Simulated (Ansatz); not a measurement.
Program: Ansatz. Geometries: PBE0-D4/def2-TZVP. ΔE: electronic, gas phase. CBS: MP2 limit from def2 TZ/QZ plus the TZ coupled-cluster correction, frozen cores. This one scheme is used for every species. DFT in def2-TZVPP. For Br outer-core shells are correlated without core-valence functions, which leaves a few kJ/mol of doubt a bond. Scalar relativity is left out up to krypton. One conformer a species, not always the lowest.

Consider the substitution at a C–C bond: `BCC(Cl)Br` + `N#CO` → `BCOC#N` + `ClCBr`.

```csv
species,ωB97M-V energy (Eh)
`BCC(Cl)Br`,-3138.22985
`N#CO`,-168.66585
`BCOC#N`,-233.37603
`ClCBr`,-3073.50006
```

(1) Work out ΔE.

Largest T1 diagnostic among the species: 0.014.

Results:

(1) ΔE = (-233.37603) + (-3073.50006) − (-3138.22985) − (-168.66585) = 0.01961 Eh = +12.3 kcal/mol. CCSD(T)/CBS gives +13.5 kcal/mol.

From PBE to PBE0 (25 % exact exchange), in def2-TZVPP and without D4, ΔE moves by +0.7 kcal/mol. The D4 term adds +2.0 kcal/mol with B3LYP and +1.1 kcal/mol with PBE0; it sums over pairs of atoms, weighted by their polarisabilities, and B3LYP, whose exchange is more repulsive, gets the larger term.

B3LYP here is the variant with VWN-RPA as its local correlation; programs differ in this.
